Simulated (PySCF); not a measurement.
## Rotational lines of NaCd⁺

Lines J+1 ← J of the vibrational ground state, computed from RHF-CCSD(T) constants of NaCd⁺, ¹Σ⁺ (singlet), closed shell (basis Na cc-pVDZ, Cd cc-pVDZ-PP with ECP28; scalar-relativistic core potentials; PySCF 2.14; masses 22.9898 and 113.9034 u), in MHz:

```tsv
J	ν (MHz)
2	15264.9
3	20352.5
4	25439.6
5	30526.0
6	35611.6
```

Task: Find B0 and the effective bond length r0; with αe = 0.000850 cm⁻¹, find Re.

Result: ν = 2B0(J+1) − 4D(J+1)³ gives B0 = 0.084867 cm⁻¹. With the reduced mass μred = 19.129 u, r0 = √(16.8576/(μred·B0)) (u, cm⁻¹, Å) = 3.2224 Å. Be = B0 + αe/2 = 0.085292 cm⁻¹ gives Re = 3.214 Å.

Correlated steps freeze 1 core orbital. The bond is weak. Basis-set superposition, not corrected here, can be much of De in a small basis, most of all at correlated wavefunction levels. For an ion De counts to the pair picked by the measured ionisation energies or electron affinities, which need not be the lowest pair at this level.
